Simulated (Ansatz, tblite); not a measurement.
Spin states of Cd2Te, each relaxed with PBE0-D4/def2-TZVP in Ansatz. Electronic energies in the gas phase.

In the def2 sets Cd, Te take a core potential; there is no spin–orbit coupling. The xTB rows come from tblite. LC-ωPBE has ω = 0.4 bohr⁻¹. Correlated methods freeze 4 core orbitals; core or outer-core shells of Cd, Te are correlated, in sets that lack core-valence functions. The structure comes from a short search, and lower isomers may exist.

Singlet geometry (D∞h within 0.1 Å):

Cartesian coordinates in Å:
```
Cd 2.347 1.298 -0.445
Cd -2.347 -1.299 0.443
Te 0.000 0.001 0.002
```

Triplet geometry (C2v within 0.1 Å):

| atom | x (Å) | y (Å) | z (Å) |
| --- | --- | --- | --- |
| Cd1 | 0.7910 | -1.7694 | 0.7338 |
| Cd2 | -1.5835 | 1.3187 | 0.2202 |
| Te3 | 0.7925 | 0.4507 | -0.9540 |

Quintet geometry (C2v within 0.1 Å):

Cartesian coordinates in Å:
```
Cd -1.7008 0.6480 -0.1196
Cd 1.0180 -0.7412 -1.3196
Te 0.6829 0.0932 1.4392
```

⟨S²⟩: triplet 2.02 at PBE0-D4/def2-TZVP (pure 2.00), quintet 6.01 at PBE0-D4/def2-TZVP (pure 6.00).

Run but left out: HF/def2-TZVP, B2PLYP/def2-TZVP (singlet: restricted singlet, unstable towards broken spin symmetry); GFN2-xTB (tight binding far off the other levels).

Only these spin states were relaxed. The quintet has other bonds than the singlet, so the gap mixes isomer and spin.

```json
{"level": "GFN1-xTB", "triplet − singlet (kcal/mol)": "41.4", "quintet − singlet (kcal/mol)": "174.7", "lowest of these": "singlet", "remarks": "–"}
{"level": "PBE-D4/def2-TZVP", "triplet − singlet (kcal/mol)": "3.0", "quintet − singlet (kcal/mol)": "73.5", "lowest of these": "singlet", "remarks": "–"}
{"level": "r2SCAN-D4/def2-TZVP", "triplet − singlet (kcal/mol)": "-2.4", "quintet − singlet (kcal/mol)": "64.1", "lowest of these": "triplet", "remarks": "–"}
{"level": "B97M-V/def2-TZVP", "triplet − singlet (kcal/mol)": "4.3", "quintet − singlet (kcal/mol)": "74.5", "lowest of these": "singlet", "remarks": "–"}
{"level": "PBE0-D4/def2-TZVP", "triplet − singlet (kcal/mol)": "-2.4", "quintet − singlet (kcal/mol)": "65.4", "lowest of these": "triplet", "remarks": "–"}
{"level": "BHLYP-D4/def2-TZVP", "triplet − singlet (kcal/mol)": "-6.2", "quintet − singlet (kcal/mol)": "63.7", "lowest of these": "triplet", "remarks": "–"}
{"level": "LC-ωPBE/def2-TZVP", "triplet − singlet (kcal/mol)": "-15.2", "quintet − singlet (kcal/mol)": "48.1", "lowest of these": "triplet", "remarks": "–"}
{"level": "ωB97M-V/def2-TZVP", "triplet − singlet (kcal/mol)": "-6.6", "quintet − singlet (kcal/mol)": "62.4", "lowest of these": "triplet", "remarks": "–"}
{"level": "RPA@PBE/def2-TZVP", "triplet − singlet (kcal/mol)": "1.4", "quintet − singlet (kcal/mol)": "71.2", "lowest of these": "singlet", "remarks": "–"}
{"level": "MP2/def2-TZVP", "triplet − singlet (kcal/mol)": "5.2", "quintet − singlet (kcal/mol)": "75.9", "lowest of these": "singlet", "remarks": "restricted SCF unstable (singlet)"}
```

Change of the quintet − singlet gap on mixing in exact exchange, in kcal/mol: PBE to PBE0 (25 % exact exchange) -8.0.

The xTB methods have no term that favours high spin, so they put low spin too low.
